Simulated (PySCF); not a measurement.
# Shapes and spin states of PtH₄

These are results of PBE0 in PySCF with Pt def2-TZVP with ECP60, H def2-TZVP; scalar-relativistic core potentials, no spin–orbit coupling; density-fitted integrals, not measurements.

Relaxations began from a few typed shapes and spin states; open shells are unrestricted. The search is not exhaustive: other isomers or separated fragments can lie lower, and high-lying points may rest on an excited occupation.

```json
{"spin": "singlet", "group": "D2d", "bonds": "H–H 0.917 Å (×2), Pt–H 1.661 Å (×4)", "angles": "H–H–Pt 74.0° (×4), H–Pt–H 32.1° (×2), H–Pt–H 157.5° (×4)", "imaginary modes (cm⁻¹)": "none", "ΔE (kJ/mol)": "0.0", "ΔE with ZPE (kJ/mol)": "0.0"}
{"spin": "singlet", "group": "C2v", "bonds": "H–H 0.896 Å (×2), Pt–H 1.662 Å (×2), Pt–H 1.693 Å (×2)", "angles": "H–H–Pt 72.6° (×2), H–H–Pt 76.4° (×2), H–Pt–H 31.0° (×2), H–Pt–H 124.8°, H–Pt–H 155.8° (×2)", "imaginary modes (cm⁻¹)": "648i", "ΔE (kJ/mol)": "24.6", "ΔE with ZPE (kJ/mol)": "–"}
{"spin": "singlet", "group": "C2v", "bonds": "Pt–H 1.498 Å (×2), Pt–H 1.648 Å (×2)", "angles": "H–Pt–H 84.3°, H–Pt–H 89.1° (×4), H–Pt–H 177.5°", "imaginary modes (cm⁻¹)": "456i", "ΔE (kJ/mol)": "71.0", "ΔE with ZPE (kJ/mol)": "–"}
{"spin": "triplet", "group": "Cs", "bonds": "H–H 0.854 Å, Pt–H 1.605 Å (×2), Pt–H 1.779 Å (×2)", "angles": "H–H–Pt 76.1° (×2), H–Pt–H 27.8°, H–Pt–H 85.7° (×2), H–Pt–H 110.4° (×2), H–Pt–H 124.1°", "imaginary modes (cm⁻¹)": "none", "ΔE (kJ/mol)": "183.1", "ΔE with ZPE (kJ/mol)": "173.6"}
{"spin": "triplet", "group": "C4v", "bonds": "Pt–H 1.593 Å (×4)", "angles": "H–Pt–H 81.1° (×4), H–Pt–H 133.7° (×2)", "imaginary modes (cm⁻¹)": "none", "ΔE (kJ/mol)": "185.5", "ΔE with ZPE (kJ/mol)": "175.4"}
{"spin": "triplet", "group": "D2d", "bonds": "Pt–H 1.600 Å (×4)", "angles": "H–Pt–H 97.2° (×4), H–Pt–H 138.6° (×2)", "imaginary modes (cm⁻¹)": "none", "ΔE (kJ/mol)": "208.0", "ΔE with ZPE (kJ/mol)": "195.6"}
{"spin": "triplet", "group": "C2v", "bonds": "H–H 0.822 Å, Pt–H 1.609 Å (×2), Pt–H 1.857 Å (×2)", "angles": "H–H–Pt 77.2° (×2), H–Pt–H 25.6°, H–Pt–H 103.4° (×2), H–Pt–H 127.6°, H–Pt–H 129.0° (×2)", "imaginary modes (cm⁻¹)": "667i, 489i", "ΔE (kJ/mol)": "221.7", "ΔE with ZPE (kJ/mol)": "–"}
{"spin": "triplet", "group": "D2h", "bonds": "Pt–H 1.650 Å (×4)", "angles": "H–Pt–H 51.0° (×2), H–Pt–H 129.0° (×2), H–Pt–H 180.0° (×2)", "imaginary modes (cm⁻¹)": "594i, 219i", "ΔE (kJ/mol)": "270.4", "ΔE with ZPE (kJ/mol)": "–"}
```

The lowest minimum found is the singlet D2d: H–H 0.917 Å (×2), Pt–H 1.661 Å (×4); H–H–Pt 74.0° (×4), H–Pt–H 32.1° (×2), H–Pt–H 157.5° (×4).

For the lowest minimum: stability towards spin polarisation was not tested. Spin–orbit coupling, left out here, can matter for elements this heavy.
